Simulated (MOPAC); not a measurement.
Input file for MOPAC: AM1 on CH6BP (SMILES CBP), a point of a torsion scan.

```
AM1 1SCF PRECISE CHARGE=0 THREADS=1
CH6BP

C     -1.12325096 1     0.14123596 1    -0.29543237 1
B      0.01375194 1    -0.11768323 1     0.75522976 1
P      1.83474098 1    -0.01582159 1     0.30714648 1
H     -1.54453743 1    -0.82549582 1    -0.57814498 1
H     -1.95348632 1     0.71898571 1     0.10809709 1
H     -0.78713932 1     0.62123675 1    -1.21296556 1
H     -0.25793638 1    -0.37963989 1     1.86591753 1
H      2.19001420 1    -1.31055850 1     0.63069969 1
H      1.75743594 1    -0.26172620 1    -1.05216478 1
```

The log:

```
*******************************************************************************
 **                                                                           **
 **                              MOPAC v23.2.5                                **
 **                                                                           **
 *******************************************************************************
 ** MOPAC's Digital Object Identifier: https://doi.org/10.5281/zenodo.6511958 **
 **                                                                           **
 ** Please cite the open-source release paper for use of this MOPAC version:  **
 ** J. E. Moussa and J. J. P. Stewart (2026)                                  **
 ** MOPAC: An open-source semiempirical molecular orbital program             **
 ** J. Open Source Softw., 11(119), 8025, https://doi.org/10.21105/joss.08025 **
 *******************************************************************************

                              AM1 CALCULATION RESULTS

 *******************************************************************************
 *  AM1        - The AM1 Hamiltonian to be used
 *
 *
 *
 *                 CHARGE ON SYSTEM = 0
 *
 *
 *
 *  PRECISE    - TIGHTER CRITERIA TO BE USED
 *  1SCF       - DO 1 SCF AND THEN STOP
 *  THREADS=1  - MULTI-THREADING NOT USED
 *  T=         - A TIME OF 172800.0 SECONDS REQUESTED
 *  DUMP=N     - RESTART FILE WRITTEN EVERY 7200.0 SECONDS REQUESTED
 *******************************************************************************
AM1 1SCF PRECISE CHARGE=0 THREADS=1
 CH6BP

   ATOM   CHEMICAL          X               Y               Z
  NUMBER   SYMBOL      (ANGSTROMS)     (ANGSTROMS)     (ANGSTROMS)

     1       C         -1.12325096  *   0.14123596  *  -0.29543237  *
     2       B          0.01375194  *  -0.11768323  *   0.75522976  *
     3       P          1.83474098  *  -0.01582159  *   0.30714648  *
     4       H         -1.54453743  *  -0.82549582  *  -0.57814498  *
     5       H         -1.95348632  *   0.71898571  *   0.10809709  *
     6       H         -0.78713932  *   0.62123675  *  -1.21296556  *
     7       H         -0.25793638  *  -0.37963989  *   1.86591753  *
     8       H          2.19001420  *  -1.31055850  *   0.63069969  *
     9       H          1.75743594  *  -0.26172620  *  -1.05216478  *



          CARTESIAN COORDINATES

    NO.       ATOM           X           Y           Z

     1         C         -1.1233      0.1412     -0.2954
     2         B          0.0138     -0.1177      0.7552
     3         P          1.8347     -0.0158      0.3071
     4         H         -1.5445     -0.8255     -0.5781
     5         H         -1.9535      0.7190      0.1081
     6         H         -0.7871      0.6212     -1.2130
     7         H         -0.2579     -0.3796      1.8659
     8         H          2.1900     -1.3106      0.6307
     9         H          1.7574     -0.2617     -1.0522

  H: (AM1): M.J.S. DEWAR ET AL, J. AM. CHEM. SOC. 107 3902-3909 (1985)
  B: (AM1): M.J.S. DEWAR ET AL, ORGANOMETALLICS, 7, 513-521 (1988)
  C: (AM1): M.J.S. DEWAR ET AL, J. AM. CHEM. SOC. 107 3902-3909 (1985)
  P: (AM1): M.J.S.DEWAR, JIE, C, THEOCHEM, 187, 1 (1989)

           Empirical Formula: C H6 B P  =     9 atoms



      MOLECULAR POINT GROUP   :   C1


      RHF CALCULATION, NO. OF DOUBLY OCCUPIED LEVELS = 9


 -------------------------------------------------------------------------------
 AM1 1SCF PRECISE CHARGE=0 THREADS=1
 CH6BP



     1SCF WAS SPECIFIED, SO BFGS WAS NOT USED
     SCF FIELD WAS ACHIEVED


                              AM1 CALCULATION
                                                       MOPAC v23.2.5 Linux




          FINAL HEAT OF FORMATION =         13.68778 KCAL/MOL =      57.26966 KJ/MOL


          COSMO AREA              =        104.16 SQUARE ANGSTROMS
          COSMO VOLUME            =         88.07 CUBIC ANGSTROMS

          IONIZATION POTENTIAL    =          9.927336 EV
          HOMO LUMO ENERGIES (EV) =         -9.927  0.930
          NO. OF FILLED LEVELS    =          9
          MOLECULAR WEIGHT        =         59.8422         POINT GROUP:  C1

          MOLECULAR DIMENSIONS (Angstroms)

            Atom       Atom       Distance
            H     8    H     5     4.64336
            H     7    H     9     3.25251
            P     3    H     4     2.28447


          SCF CALCULATIONS        =          1





   ATOM   CHEMICAL          X               Y               Z
  NUMBER   SYMBOL      (ANGSTROMS)     (ANGSTROMS)     (ANGSTROMS)

     1       C         -1.12325096  *   0.14123596  *  -0.29543237  *
     2       B          0.01375194  *  -0.11768323  *   0.75522976  *
     3       P          1.83474098  *  -0.01582159  *   0.30714648  *
     4       H         -1.54453743  *  -0.82549582  *  -0.57814498  *
     5       H         -1.95348632  *   0.71898571  *   0.10809709  *
     6       H         -0.78713932  *   0.62123675  *  -1.21296556  *
     7       H         -0.25793638  *  -0.37963989  *   1.86591753  *
     8       H          2.19001420  *  -1.31055850  *   0.63069969  *
     9       H          1.75743594  *  -0.26172620  *  -1.05216478  *

                             CARTESIAN COORDINATES

   1    C       -1.123250960     0.141235960    -0.295432370
   2    B        0.013751940    -0.117683230     0.755229760
   3    P        1.834740980    -0.015821590     0.307146480
   4    H       -1.544537430    -0.825495820    -0.578144980
   5    H       -1.953486320     0.718985710     0.108097090
   6    H       -0.787139320     0.621236750    -1.212965560
   7    H       -0.257936380    -0.379639890     1.865917530
   8    H        2.190014200    -1.310558500     0.630699690
   9    H        1.757435940    -0.261726200    -1.052164780


           Empirical Formula: C H6 B P  =     9 atoms



      MOLECULAR POINT GROUP   :   C1


                  EIGENVALUES
 -30.51984 -22.12898 -18.33042 -14.31530 -13.96681 -12.99636 -11.91783 -11.44352
  -9.92734   0.93024   1.03059   1.98847   2.11114   3.90072   4.27687   4.75998
   4.94459   5.61562


              NET ATOMIC CHARGES AND DIPOLE CONTRIBUTIONS

  ATOM NO.   TYPE          CHARGE      No. of ELECS.   s-Pop       p-Pop
    1          C          -0.367484        4.3675     1.24069     3.12680
    2          B           0.304937        2.6951     1.28202     1.41304
    3          P          -0.313469        5.3135     1.80980     3.50367
    4          H           0.092407        0.9076     0.90759
    5          H           0.098057        0.9019     0.90194
    6          H           0.087501        0.9125     0.91250
    7          H          -0.040388        1.0404     1.04039
    8          H           0.074448        0.9256     0.92555
    9          H           0.063990        0.9360     0.93601
 DIPOLE           X         Y         Z       TOTAL
 POINT-CHG.    -1.323    -0.640    -0.010     1.470
 HYBRID        -0.960    -1.406    -1.000     1.975
 SUM           -2.283    -2.046    -1.010     3.228


          ATOMIC ORBITAL ELECTRON POPULATIONS

     Atom    s        px        py        pz
    1  C   1.24069   1.04784   1.02561   1.05334
    2  B   1.28202   0.61229   0.11958   0.68117
    3  P   1.80980   1.24648   1.17139   1.08581
    4  H   0.90759
    5  H   0.90194
    6  H   0.91250
    7  H   1.04039
    8  H   0.92555
    9  H   0.93601

 **********************
 *                    *
 * JOB ENDED NORMALLY *
 *                    *
 **********************




 == MOPAC DONE ==
```

The run finished.

Cost: about 0.04 core-seconds (a rough figure).
